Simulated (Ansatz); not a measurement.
C$_{5}$H$_{12}$N$_{2}$Sn (`CC1=[N+](C)[Sn-]([CH3])[N]1C`), one more setting.

```yaml
crystal:
  periodic: [false, false, false]
  atoms:
    - {symbol: C, position_ang: [1.960284, -0.251589, -0.446842]}
    - {symbol: C, position_ang: [0.520420, -0.375381, -0.068930]}
    - {symbol: N, position_ang: [-0.436573, -0.569849, -0.958874]}
    - {symbol: C, position_ang: [-0.189664, -0.718149, -2.361956]}
    - {symbol: Sn, position_ang: [-2.027844, -0.794366, 0.573312]}
    - {symbol: C, position_ang: [-2.595476, 1.324861, 0.458589]}
    - {symbol: N, position_ang: [0.060364, -0.318562, 1.166855]}
    - {symbol: C, position_ang: [0.877641, -0.139104, 2.330767]}
    - {symbol: H, position_ang: [2.590855, -0.049061, 0.416493]}
    - {symbol: H, position_ang: [2.090685, 0.553655, -1.173654]}
    - {symbol: H, position_ang: [2.303803, -1.174049, -0.922661]}
    - {symbol: H, position_ang: [0.442300, -1.585229, -2.597335]}
    - {symbol: H, position_ang: [0.286579, 0.168571, -2.800238]}
    - {symbol: H, position_ang: [-1.139124, -0.861490, -2.879744]}
    - {symbol: H, position_ang: [-3.388972, 1.463861, -0.281098]}
    - {symbol: H, position_ang: [-2.979793, 1.664885, 1.424460]}
    - {symbol: H, position_ang: [-1.735057, 1.935427, 0.180218]}
    - {symbol: H, position_ang: [1.630320, -0.928304, 2.453860]}
    - {symbol: H, position_ang: [1.396581, 0.827634, 2.336354]}
    - {symbol: H, position_ang: [0.241073, -0.164260, 3.216624]}
basis:
  gaussian: {orbitals: def2-SVP, final_grid: {core_spheres: 20, valence_spheres: 16, degree: 47}}
hamiltonian: {xc: {name: PBE0-DH}}
output: {forces: true}
```

```sh
$ ansatz run in.yaml --threads 5 --pin off --events-out ev --progress --plain --max-ram 66560MiB --backend cpu
```

Output, abridged:

```
Functional definition: PBE0-DH
1982 factors; integrals over basis functions are off by at most 1.4e-3 eV
mean field evaluation 1: about -14158.9793 eV, gradient 6.0e1 eV
mean field evaluation 2: about -14159.9082 eV, gradient 6.0e1 eV
mean field evaluation 4: about -14168.6706 eV, gradient 6.3e0 eV
mean field evaluation 8: about -14168.7755 eV, gradient 6.2e-1 eV
mean field evaluation 16: about -14168.7766 eV, gradient 5.6e-4 eV
mean field -14168.77655360 eV, -520.6929344031 hartree, gradient 4.0e-6 eV, S^2 0.000000; 0 other end points of the search recorded, 0 dependent functions left out
11 core orbitals not correlated: weight in the atoms' cores, before any rotation towards them, 1.000 or more for the frozen orbitals, at most 0.000 for the correlated occupied ones
reference -14168.77657703 eV, -520.6929352643 hartree; 28, 28 occupied and 145, 145 virtual orbitals, 1982 factors
second order -38.71123193 eV of doubles, -0.00000000 eV of singles
Total energy: -14173.61548102 eV, -520.8707617060 hartree
Atom 0 at     1.960284    -0.251589    -0.446842 Å, force    -0.111382    -0.018321     0.018504 eV/Å
Atom 1 at     0.520420    -0.375381    -0.068930 Å, force    -0.065056     0.028379     0.012667 eV/Å
Atom 2 at    -0.436573    -0.569849    -0.958874 Å, force     0.159109    -0.022780    -0.247516 eV/Å
Atom 3 at    -0.189664    -0.718149    -2.361956 Å, force    -0.065016     0.030731     0.272223 eV/Å
Atom 4 at    -2.027844    -0.794366     0.573312 Å, force    -0.212993    -0.081369     0.060099 eV/Å
Atom 5 at    -2.595476     1.324861     0.458589 Å, force     0.034246    -0.147714     0.010767 eV/Å
Atom 6 at     0.060364    -0.318562     1.166855 Å, force     0.252173     0.028437     0.153756 eV/Å
Atom 7 at     0.877641    -0.139104     2.330767 Å, force    -0.188597    -0.031504    -0.217701 eV/Å
Atom 8 at     2.590855    -0.049061     0.416493 Å, force     0.101526     0.030519     0.113457 eV/Å
Atom 9 at     2.090685     0.553655    -1.173654 Å, force     0.013989     0.112059    -0.087879 eV/Å
Atom 10 at     2.303803    -1.174049    -0.922661 Å, force     0.042426    -0.123841    -0.053724 eV/Å
Atom 11 at     0.442300    -1.585229    -2.597335 Å, force     0.072027    -0.103684    -0.038834 eV/Å
Atom 12 at     0.286579     0.168571    -2.800238 Å, force     0.053619     0.102755    -0.064130 eV/Å
Atom 13 at    -1.139124    -0.861490    -2.879744 Å, force    -0.126460    -0.022918    -0.094604 eV/Å
Atom 14 at    -3.388972     1.463861    -0.281098 Å, force    -0.121822     0.029831    -0.111972 eV/Å
Atom 15 at    -2.979793     1.664885     1.424460 Å, force    -0.060617     0.059856     0.144158 eV/Å
Atom 16 at    -1.735057     1.935427     0.180218 Å, force     0.132743     0.108299    -0.045189 eV/Å
Atom 17 at     1.630320    -0.928304     2.453860 Å, force     0.094491    -0.097729     0.025521 eV/Å
Atom 18 at     1.396581     0.827634     2.336354 Å, force     0.067978     0.119960     0.012401 eV/Å
Atom 19 at     0.241073    -0.164260     3.216624 Å, force    -0.072384    -0.000965     0.137994 eV/Å
Dipole moment:     0.637360     0.074309    -0.160314 e Å
```

Run time 27 s (5 threads of an AMD EPYC 7R13 on a shared host); peak host memory 1.1 GiB.
